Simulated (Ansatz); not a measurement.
Energy needed to pull apart SiH2ICl (SMILES Cl[SiH2]I), singlet, into free ground-state atoms, from the structure below (displaced at random from its PBE0-D4/def2-TZVP minimum); no zero-point or spin–orbit terms; open-shell atoms are treated unrestricted, in their ground-state multiplicity.

Cl1  (-1.726, 0.454, -0.882)
Si2  (-0.018, 0.053, 0.130)
I3  (1.559, -1.263, -1.149)
H4  (-0.375, -0.666, 1.407)
H5  (0.620, 1.386, 0.507)
(Å)

Program: Ansatz 0.2.0. Basis: def2-TZVPP. Cores are frozen in the correlated methods. Filled d shells of the heavier atoms are correlated. Core potentials replace the inner electrons of the atoms past krypton. The def2 sets are not built for correlating such inner shells, so the correlated values are less sure here.

| method | atomization energy (eV) |
| --- | --- |
| PBE-D4 | ? |
| r2SCAN-D4 | ? |
| PBE0-D4 | 13.96 |
| wB97M-V | 14.01 |
| HF | 10.47 |
| MP2 | 13.91 |
| CCSD | 13.37 |
| CCSD(T) | 13.61 |

**Question.** What does PBE-D4 give? (To be estimated.)

**Answer.** By the calculation: 14.03 eV, which is about 0.42 eV more than CCSD(T)/def2-TZVPP.

**Question.** What does r2SCAN-D4 give? (To be estimated.)

**Answer.** Computed: 14.11 eV, which is about 0.50 eV more than CCSD(T)/def2-TZVPP.

In triple zeta the MP2 and coupled-cluster atomization energies are still short of their basis limit by a few kcal/mol a bond, whereas those of the functionals are nearly converged, so these differences are not deviations from converged CCSD(T).

The T1 diagnostic stays at or below 0.009.

For scale, one of the runs: CCSD(T)/def2-TZVPP forces, 162 basis functions (an equivalent command: `ansatz run in.yaml --threads 4`). Time: 79 s of wall clock on 4 CPU threads; the host was shared. Peak host memory: 2.4 GiB.
